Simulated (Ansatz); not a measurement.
Consider the redistribution: `N[SiH2]N[SiH](N)Cl` + `[OH][InH2]` → `N[SiH](Cl)N[SiH3]` + `[NH2][InH][OH]`.

Isolated molecules relaxed with PBE0-D4/def2-TZVP in Ansatz; ΔE leaves out vibrations. CCSD(T)/CBS adds triple-zeta CCSD(T) − MP2 to the extrapolated MP2 energy (def2 sets, frozen cores). Functionals use def2-TZVPP. B3LYP here is the variant with VWN-RPA as its local correlation; programs differ in this. def2 core potentials past Kr. For In outer-core shells are correlated without core-valence functions, which leaves a few kJ/mol of doubt a bond. Each species was taken in one conformer, which may not be the lowest.

| level | ΔE (kcal/mol) | difference from CCSD(T)/CBS |
| --- | --- | --- |
| PBE-D4 | 13.7 | 1.8 |
| PBE0-D4 | 14.6 | 2.7 |
| B3LYP-D4 | 14.5 | 2.6 |
| ωB97X-V | 13.7 | 1.8 |
| ωB97M-V | 14.7 | 2.8 |
| B2PLYP | 12.9 | 1.0 |
| r2SCAN | 14.1 | 2.2 |
| PBE0 | 13.8 | 1.9 |
| B3LYP | 13.2 | 1.3 |
| MP2/def2-TZVPP | 12.3 | 0.4 |
| SCS-MP2/def2-TZVPP | 12.0 | 0.1 |
| CCSD(T)/def2-TZVPP | 12.9 | 1.0 |
| SCS-MP2/def2-QZVPP | 11.5 | -0.4 |
| HF/CBS(def2) | 14.1 | 2.2 |
| MP2/CBS(def2) | 11.2 | -0.7 |
| CCSD/CBS(def2) | 12.1 | 0.2 |
| CCSD(T)/CBS | 11.9 | 0 |

Largest T1 diagnostic among the species: 0.017.

From PBE to PBE0 (25 % exact exchange), in def2-TZVPP and without D4, ΔE moves by +1.0 kcal/mol. The D4 term adds +1.2 kcal/mol with B3LYP and +0.7 kcal/mol with PBE0; it sums over pairs of atoms, weighted by their polarisabilities, and B3LYP, whose exchange is more repulsive, gets the larger term. In def2-TZVPP, CCSD(T) changes the Hartree–Fock value by −1.3 kcal/mol (the triples alone add −0.2 kcal/mol) and MP2 by −1.9 kcal/mol.
